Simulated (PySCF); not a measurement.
**Dipole moment and polarisability of `O=C([SiH2]O[SiH3])C(F)(F)F`**

Compound: C2H5F3O2Si2.
Cartesian coordinates in Å at the GFN2-xTB level; atoms count from 1:
```
atom  x, y, z in Å
O1    -0.9462   -1.2414   -0.8226
C2    -1.0681   -0.1040   -0.4607
Si3    0.3030    0.9731    0.3546
O4     1.5564    0.0051    0.5605
Si5    2.4917   -1.3441    0.4526
C6    -2.4250    0.6151   -0.6225
F7    -2.9795    0.8253    0.5844
F8    -2.2475    1.8290   -1.1746
F9    -3.3204   -0.0312   -1.3664
H10    0.6419    2.0226   -0.5968
H11   -0.1950    1.3969    1.6556
H12    3.4862   -1.1139    1.4972
H13    1.6441   -2.5012    0.7096
H14    3.0575   -1.3317   -0.8927
```

Level: CAM-B3LYP/def2-SVPD (PySCF), static field, nuclei fixed, core orbitals frozen in the response. The polarisability tensor in these axes (au):

```
x   87.71 -4.16  4.68
y   -4.16 82.58  2.77
z    4.68  2.77 72.74
```

Question: Give the principal values, the mean and the anisotropy Δα = √{½[(α1 − α2)² + (α2 − α3)² + (α1 − α3)²]}.

Answer: Principal values 70.17, 82.35 and 90.51 au; mean 81.01 au = 12.00 Å³ = 13.36 × 10⁻⁴⁰ C²·m²/J; Δα = 17.73 au (22 % of the mean).

Question: What is the dipole moment, and where does it point?

Answer: (2.12, 0.77, 0.91) D, 2.43 D in size, pointing from the negative to the positive side. Measured along this direction, the outermost atoms are F9 at the negative end and H12 at the positive end.

Question: Find the Langevin capture rate constant for NO+ (29.998 u) meeting this molecule (173.978 u), k = 2.342 × 10⁻⁹ cm³/s × √(α in Å³ / reduced mass in u).

Answer: The reduced mass is 25.59 u, so k = 1.60 × 10⁻⁹ cm³/s. The formula leaves out the permanent dipole, which adds to the capture rate.

Question: Refractivity n − 1 of an ideal gas of it at 500 K and 1 atm, from the electronic α?

Answer: N = p/kT = 1.4678 × 10¹⁹ cm⁻³, so n − 1 = 2π × N × 12.00 × 10⁻²⁴ cm³ = 1107 × 10⁻⁶ at long wavelengths.

Question: Along which axes do the principal values lie, and how far do the nuclei extend along each?

Answer: Largest value along (0.90, -0.41, 0.17), where the nuclei span 7.04 Å; middle along (0.32, 0.86, 0.40), 3.50 Å; least along (-0.31, -0.31, 0.90), 2.56 Å. The response follows the extents in order.

Question: Give the eigenvalues of the traceless quadrupole moment Θ = ½Σq(3rr − r²1), origin at the centre of nuclear charge.

Answer: -3.99, 1.60, 2.39 D·Å. The values depend on the origin, since the dipole doesn't vanish. The electronic extent ⟨r²⟩ about the same centre is 2078 bohr², a root-mean-square distance of 2.57 Å for the 88 electrons.

Question: Estimate the molar refractivity from the static electronic polarisability.

Answer: Lorentz–Lorenz: R = (4π/3)N_A α = 2.5225 cm³/(mol·Å³) × 12.00 Å³ = 30.3 cm³/mol, in the limit of long wavelengths.

One conformer (not necessarily the lowest) at the GFN2-xTB geometry, without solvent, vibrations or thermal averaging.

These values come from a run that also computed excited states. Hardware: one thread of an Arm Neoverse N1, shared host with 64 logical CPUs at a one-minute load of 56. Cost: 2.1 min wall, 1.1 GiB resident at most.
